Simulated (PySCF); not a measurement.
# Orbital picture of BiP

PW91 at R = 2.293 Å; PySCF, scalar-relativistic core potentials, basis sets Bi def2-SVP with ECP60, P def2-SVP. State: ¹Σ⁺ (singlet), closed shell. Only the outer orbitals are listed, counted within each symmetry, core potentials removing the inner ones.

```csv
orbital,occ.,ε (eV),on Bi (%),main shells (%)
7σ,2,-16.05,66,"63 Bi s, 30 P s"
8σ,2,-12.06,38,"61 P s, 31 Bi s"
9σ,2,-6.31,44,"50 P p, 41 Bi p"
4π,2,-5.98,48,"51 P p, 47 Bi p"
4π,2,-5.98,48,"51 P p, 47 Bi p"
5π,0,-3.32,53,"52 Bi p, 47 P p"
5π,0,-3.32,53,"52 Bi p, 47 P p"
10σ,0,0.10,67,"64 Bi p, 36 P p"
```

Task: Which are the highest filled and the lowest empty level, where do they sit, and how wide is the gap?

Result: Highest filled 4π at -5.98 eV (in %: 51 P p, 47 Bi p); lowest empty 5π at -3.32 eV (in %: 52 Bi p, 47 P p); the gap at PW91 is 2.66 eV.

```
bond order (Mayer)                              : 2.95
⟨S²⟩                                            : 0.000
charge on Bi (Mulliken, basis-dependent)        : 0.11
charge on Bi (Löwdin, basis-dependent)          : 0.05
dipole moment (positive dipole means Bi(−)P(+)) : -1.92 D
```

Spin–orbit coupling is left out, which matters for elements this heavy, above all for dissociation energies.
